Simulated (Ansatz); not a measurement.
C2H6BN (`BNC=C`), relaxed with RKS PBE0-D4/def2-TZVP in Ansatz from a PBE-D4/def2-SVP geometry. The force threshold is 0.005 eV/Å; the program also tests the step.

Charge 0, multiplicity 1.

Start:

```xyz
10

B    -0.408    1.598   -0.916
N    -0.198    0.642    0.096
C     0.211   -0.685   -0.069
C     0.400   -1.576    0.925
H    -0.222    1.272   -2.073
H    -0.768    2.713   -0.594
H    -0.352    0.909    1.075
H     0.375   -0.960   -1.124
H     0.239   -1.313    1.983
H     0.722   -2.600    0.696
```

```json
{"step": "1", "energy (eV)": "-4334.5047", "largest force (eV/Å)": "0.592", "largest move (Å)": "0.000"}
{"step": "2", "energy (eV)": "-4334.5509", "largest force (eV/Å)": "0.149", "largest move (Å)": "0.028"}
{"step": "3", "energy (eV)": "-4334.5541", "largest force (eV/Å)": "0.018", "largest move (Å)": "0.010"}
{"step": "4 (rejected)", "energy (eV)": "-4334.5541", "largest force (eV/Å)": "0.041", "largest move (Å)": "0.004"}
{"step": "5", "energy (eV)": "-4334.5541", "largest force (eV/Å)": "0.008", "largest move (Å)": "0.002"}
{"step": "6", "energy (eV)": "-4334.5541", "largest force (eV/Å)": "0.002", "largest move (Å)": "0.003"}
```

End:

```xyz
10

B    -0.403    1.580   -0.905
N    -0.199    0.639    0.104
C     0.209   -0.679   -0.069
C     0.396   -1.558    0.910
H    -0.218    1.252   -2.040
H    -0.755    2.680   -0.598
H    -0.350    0.899    1.068
H     0.369   -0.948   -1.108
H     0.238   -1.299    1.952
H     0.714   -2.566    0.686
```

Hardware: 4 threads of an AMD EPYC 7R43 on a shared host. Wall time 9 s, peak host memory 0.31 GiB.
